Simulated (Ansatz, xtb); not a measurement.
# H2O2SSi: 3 structures ranked

3 gas-phase structures of H2O2SSi, found in a search over its isomers (lower ones may exist). Each was relaxed with GFN2-xTB; where two conformers were screened, the lower at r2SCAN-D4/def2-SVP is listed:

A. `O=[SiH]OS`, a singlet
B. `O[Si](O)=S`, a singlet
C. `O=[Si](O)S`, a singlet

Task: Make a reasoned guess at their ranking by r2SCAN-D4/def2-SVP single-point energy.

Result: Calculated order at r2SCAN-D4/def2-SVP: B (0.000), C (0.873), A (3.298) eV.

Energies above the lowest of each column, in eV; the last columns are at PBE0-D3(BJ)/def2-SVP geometries and were run for some of them only (a dash: not run or not comparable):

```csv
structure,GFN2-xTB,HF/STO-3G,r2SCAN-D4/def2-SVP,PBE0-D3(BJ)/def2-SVP,CCSD(T)/def2-TZVP
B,0.141,0.000,0.000,0.000,0.000
C,0.000,0.767,0.873,0.941,0.785
A,0.861,2.453,3.298,–,–
```

CCSD(T)/def2-TZVP puts B lowest of those it was run on; GFN2-xTB picks C. Some further structures that were screened fall inside this span and aren't listed. Flexible structures stand in one conformer each, not always the lowest. Frequencies (PBE0-D3(BJ)/def2-SVP) were run for B, C alone.

Programs: Ansatz 0.2.0, xtb 6.7.1.
